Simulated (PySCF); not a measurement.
Geometry:
```tsv
atom	x (Å)	y (Å)	z (Å)
C1	-0.852	-1.304	0.128
C2	-0.340	0.116	0.306
Si3	-1.594	1.448	-0.228
O4	0.819	0.362	-0.478
Si5	2.349	-0.207	-0.136
H6	-1.763	-1.471	0.723
H7	-1.086	-1.505	-0.929
H8	-0.102	-2.044	0.453
H9	-0.108	0.280	1.379
H10	-2.852	1.321	0.574
H11	-1.010	2.805	-0.010
H12	-1.919	1.266	-1.674
H13	3.295	0.616	-0.937
H14	2.626	-0.057	1.328
H15	2.517	-1.648	-0.502
```

Geometry: PBE0-D3(BJ)/def2-SVP; GIAO shifts from PySCF 2.14, gas phase, non-relativistic, averaged over equivalent atoms.

At wB97X-D/pcSseg-1 (149 basis functions, 24 s wall time on 1 thread of an Arm Neoverse V1, shared host):
| atoms | δ (ppm) |
| --- | --- |
| C2 | 62.2 |
| C1 | 21.5 |
| Si5 | -30.0 |
| Si3 | -57.2 |
| O4 | 18.4 |
| H13/H14/H15 | 4.78 |
| H10/H11/H12 | 3.84 |
| H9 | 3.53 |
| H6/H7/H8 | 1.39 |

Chemical shifts δ = σref − σ; 13C (σref 184.54), 29Si (σref 352.93), 1H (σref 31.38) vs TMS; H2O for 17O (σref 333.19), all at this level.

Problem. What do these become at BP86/pcSseg-1?

Solution. 
```json
{"atoms": "C2", "δ at BP86/pcSseg-1": "68.3", "change": "+6.1"}
{"atoms": "C1", "δ at BP86/pcSseg-1": "22.3", "change": "+0.8"}
{"atoms": "Si5", "δ at BP86/pcSseg-1": "-32.0", "change": "-2.0"}
{"atoms": "Si3", "δ at BP86/pcSseg-1": "-62.5", "change": "-5.3"}
{"atoms": "O4", "δ at BP86/pcSseg-1": "37.7", "change": "+19.3"}
{"atoms": "H13/H14/H15", "δ at BP86/pcSseg-1": "5.04", "change": "+0.26"}
{"atoms": "H10/H11/H12", "δ at BP86/pcSseg-1": "3.91", "change": "+0.07"}
{"atoms": "H9", "δ at BP86/pcSseg-1": "3.89", "change": "+0.36"}
{"atoms": "H6/H7/H8", "δ at BP86/pcSseg-1": "1.45", "change": "+0.06"}
```

δ = σ(ref) − σ, references computed at the same level: 13C (σref 179.74), 29Si (σref 333.91), 1H (σref 31.27) vs TMS; 17O (σref 332.56) vs H2O.

The largest change is at O4 (oxygen bonded to C, Si). Cost: 149 basis functions, 23 s wall time on 1 thread of an Arm Neoverse V1, shared host.

Experimental scales use liquid or dissolved standards, which lie at an offset from isolated H2O (liquid H2O: subtract about 36 ppm).
